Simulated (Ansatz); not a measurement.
Basis-set extrapolation for C$_{2}$H$_{8}$AlBS (PBE0-D4/def2-TZVP geometry, frozen core, Ansatz 0.2.0). Multiplicity 1, RHF reference.

```
                      def2-TZVPP   def2-QZVPP
                 HF  -744.559119  -744.582382
    MP2 correlation    -0.728104    -0.778044
CCSD(T) correlation    -0.822594      not run
```

Energies in hartree. Use E(X) = E(∞) + A·exp(−7.88·√X) for Hartree–Fock and E(X) = E(∞) + B·X^(−2.97) for correlation, with X = 3 and 4, and add CCSD(T) minus MP2 of the smaller set to the MP2 limit.

Q: What is the CCSD(T) energy at the basis-set limit?

A: HF limit: -744.582382 + (-0.023263) × 0.13774 = -744.58559. MP2 limit: -0.778044 + (-0.049940) × 0.74074 = -0.81504. Higher-order term: -0.822594 − (-0.728104) = -0.09449. Total: -745.49512 hartree, 297.8 kJ/mol below CCSD(T)/def2-TZVPP.
